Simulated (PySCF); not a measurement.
Spin-rotation constants: `C(=C)(C)/C=C\OC`, C₆H₁₀O

Geometry (Å), atoms numbered from 1 in this order:
```xyz
17

C    -2.6800    0.8690    0.2876
C    -1.4810    0.3421    0.0329
C    -1.3344   -0.9123   -0.7718
C    -0.2827    0.9842    0.5428
C     0.9916    0.6117    0.3864
O     1.4098   -0.4763   -0.3121
C     2.7979   -0.6943   -0.3252
H    -3.5875    0.4167   -0.0741
H    -2.7942    1.7703    0.8659
H    -0.8427   -1.6816   -0.1798
H    -2.3064   -1.2773   -1.0948
H    -0.7138   -0.7273   -1.6459
H    -0.4483    1.8804    1.1235
H     1.7824    1.2049    0.8365
H     2.9663   -1.5707   -0.9491
H     3.1814   -0.8893    0.6827
H     3.3344    0.1616   -0.7497
```

The calculation used PySCF, GIAO wB97X-D/pcSseg-1 magnetisability, rotational g tensor and spin-rotation constants, non-relativistic, gas phase. Geometry: GFN2-xTB.

**Question.** Give the nuclear spin-rotation constants along the inertial axes (H = +C I·J) beside the isotropic shieldings.

**Answer.** Rotational constants 6.7878, 1.4471, 1.2108 GHz. A star marks the isotopologue with that one atom substituted, in its own axes.
| atom | isotope | Caa (kHz) | Cbb (kHz) | Ccc (kHz) | mean (kHz) | σ (ppm) |
| --- | --- | --- | --- | --- | --- | --- |
| H8 | 1H | -0.017 | -0.013 | -0.144 | -0.058 | 26.9 |
| H9 | 1H | -0.553 | 0.102 | -0.146 | -0.199 | 27.0 |
| H10 | 1H | -0.465 | -0.133 | -0.017 | -0.205 | 29.5 |
| H11 | 1H | -0.181 | -0.060 | -0.142 | -0.128 | 30.1 |
| H12 | 1H | -0.442 | -0.132 | -0.020 | -0.198 | 29.4 |
| H13 | 1H | -0.532 | 0.106 | -0.150 | -0.192 | 26.7 |
| H14 | 1H | -0.255 | 0.046 | -0.141 | -0.117 | 25.9 |
| H15 | 1H | -0.635 | 0.060 | -0.126 | -0.234 | 27.9 |
| H16 | 1H | -0.629 | -0.106 | 0.007 | -0.243 | 28.2 |
| H17 | 1H | -0.608 | -0.086 | -0.015 | -0.236 | 28.2 |
| C1 | 13C* | 1.966 | 0.608 | 0.201 | 0.925 | 69.1 |
| C2 | 13C* | 2.604 | 0.759 | 0.152 | 1.172 | 35.9 |
| C3 | 13C* | 1.051 | 0.205 | 0.199 | 0.485 | 160.7 |
| C4 | 13C* | 1.898 | 0.619 | 0.200 | 0.906 | 71.2 |
| C5 | 13C* | 2.240 | 0.683 | 0.292 | 1.071 | 32.8 |
| O6 | 17O* | -1.531 | -0.142 | -0.069 | -0.581 | 241.7 |
| C7 | 13C* | 0.914 | 0.335 | 0.291 | 0.513 | 126.6 |

For the geometry as given, no vibrational averaging.

**Question.** How do the rotational constants and the g tensor change when H8, H9, H10, H11, H12, H13, H14, H15, H16, H17 are replaced by deuterium?

**Answer.** Constants 5.1233, 1.2191, 1.0096 GHz; g -0.0322, -0.0102, -0.0002, against -0.0427, -0.0121, -0.0002 before.
